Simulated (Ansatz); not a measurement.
Frontier orbitals of C2H9InSi (`C[CH]([SiH3])[InH2]`).

Total charge 0; spin multiplicity 1. Correlated methods include outer-core shells of In, which these sets cover unevenly. In takes the def2 core potential. The geometry is a stationary point of PBE0-D4/def2-TZVP. Basis def2-TZVPP, Ansatz 0.2.0.

```json
{"functional": "LDA (SPW92)", "HOMO (eV)": "-6.19", "LUMO (eV)": "-2.77", "gap (eV)": "3.42"}
{"functional": "PBE", "HOMO (eV)": "-6.07", "LUMO (eV)": "-2.49", "gap (eV)": "3.58"}
{"functional": "BLYP", "HOMO (eV)": "-5.94", "LUMO (eV)": "-2.46", "gap (eV)": "3.48"}
{"functional": "PBE0", "HOMO (eV)": "-7.14", "LUMO (eV)": "-1.76", "gap (eV)": "5.38"}
{"functional": "BHLYP", "HOMO (eV)": "-8.13", "LUMO (eV)": "-1.11", "gap (eV)": "7.02"}
{"functional": "LC-ωPBE", "HOMO (eV)": "-9.70", "LUMO (eV)": "0.16", "gap (eV)": "9.86"}
{"functional": "ωB97M-V", "HOMO (eV)": "-9.25", "LUMO (eV)": "-0.30", "gap (eV)": "8.95"}
{"functional": "HF", "HOMO (eV)": "-9.67", "LUMO (eV)": "0.67", "gap (eV)": "10.34"}
```

From PBE to PBE0 the HOMO moves by −1.07 eV and the LUMO by +0.74 eV, and with ωB97M-V by −3.18 and +2.19 eV, so the gap grows from 3.57 to 8.95 eV with exact exchange.

LC-ωPBE has ω = 0.4 bohr⁻¹.
